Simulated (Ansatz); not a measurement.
The cluster Cr₄N₄⁺. Charge 1, multiplicity 2. Geometry PBE-D4/def2-SVP, that of the neutral singlet; atoms count from 1.

```xyz
8

Cr   -1.0222   -0.2294    0.9025
Cr    0.4131   -0.4832   -0.9642
Cr    0.4970    1.3649   -0.2005
Cr    0.8300   -0.9677    1.2431
N     1.5539   -1.6080   -0.1398
N     0.1794    0.8893    1.5328
N    -1.4689   -0.0708   -1.1360
N    -0.9823    1.1049   -1.2379
```

The charge 1 doublet is spin-contaminated (final ⟨S²⟩ up to 5.61, 0.75 for a pure state). The structure comes from a short search, and lower isomers may exist.

**Question.** Estimate the Mulliken populations from the PBE0/def2-TZVP orbitals of Ansatz.

**Answer.** 
```
atom  charge (e)  spin (α − β)  d electrons
 Cr1        0.61          3.54         4.56
 Cr2        0.46         -3.26         4.72
 Cr3        0.78          3.34         4.59
 Cr4        0.73         -2.77         4.57
  N5       -0.54          0.88            –
  N6       -0.68         -0.24            –
  N7       -0.28         -0.16            –
  N8       -0.08         -0.32            –
```
Mulliken values and Mayer orders depend strongly on the basis.

**Question.** Where does the spin sit?

**Answer.** Summed by element: Cr 0.84, N 0.16, of 1 unpaired in all. Largest on single atoms: Cr1 3.54, Cr3 3.34, Cr2 -3.26.

**Question.** And the Mayer bond orders between bonded heavy atoms (over 0.3)?

**Answer.** Cr1–Cr2 0.52 (2.37 Å); Cr1–Cr4 1.05 (2.02 Å); Cr1–N6 1.13 (1.76 Å); Cr1–N7 0.59 (2.09 Å); Cr2–Cr3 1.09 (2.00 Å); Cr2–Cr4 0.61 (2.30 Å); Cr2–N5 1.05 (1.80 Å); Cr2–N7 0.67 (1.93 Å); Cr3–N6 1.00 (1.83 Å); Cr3–N8 1.05 (1.83 Å); Cr4–N5 1.64 (1.69 Å); Cr4–N6 0.71 (1.99 Å); N7–N8 1.31 (1.28 Å).
